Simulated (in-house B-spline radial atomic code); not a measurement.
# RPA and G0W0 on r2SCAN: the potassium ion K⁴⁺

Configuration [Ne] 3s2 3p3, highest spin, mean-field start r2SCAN. Computed with a B-spline radial code for spherical atoms: all electrons, scalar-relativistic (spin-free one-electron X2C), finite nucleus, each spin shell either full or empty, empty states to l = 9 with an (l + 1/2)⁻⁴ tail; G0W0 by contour deformation at full frequency.

Command:
```bash
python run_gw.py task.json out
```
Settings (radii: box in bohr, nucleus in fm):
```
Z                        19
electrons                15
configuration            [Ne] 3s2 3p3
hamiltonian              x2c
method                   r2scan
lmax                     9
rms_radius               3.4349
spin_polarised           True
box_radius               11.96
intervals                69
```

Time taken, with all properties: 1.2 s on 1 thread of AMD EPYC 7R13 Processor, on a shared host.

Energies (hartree):

| term | value |
| --- | --- |
| mean-field total | -596.96062 |
| Hartree-Fock functional on these orbitals | -596.37668 |
| direct second order | -1.0537 |
| second-order exchange | 0.38429 |
| SOSEX correction | 0.34769 |

Q: What is the RPA correlation energy, and what remains with SOSEX?

A: RPA gives -0.92365 hartree (-1.68 eV per electron); RPA + SOSEX gives -0.57596, and the second-order doubles -0.66941 hartree (no singles). SOSEX takes back 38 % of the RPA value.

Quasi-particle levels (eV):

```csv
level,occupied,mean field,Σx - vxc,Σc,QP weight,G0W0
3p up,yes,-74.26,-7.64,?,?,?
3s down,yes,-86.23,-5.65,-2.73,0.950,-94.61
2p down,yes,-346.43,-28.36,7.85,0.886,-366.94
3p down,no,-67.49,9.38,-3.22,0.945,-61.34
```

G0W0 = mean field + (Σx - vxc) + Σc, with Σc (partial-wave tail included) taken at the quasi-particle energy. Only the outer levels were computed. Levels of low weight are left out.

Q: Where does G0W0 put 3p up?

A: At -82.06 eV, with Σc = -0.16 eV and a quasi-particle weight of 0.944. The tabulated removal energy is 82.66 ± 0.16 eV (NIST, semi-empirical); the calculation leaves out spin-orbit coupling, Breit and QED terms, and what these don't explain is the method's own error.
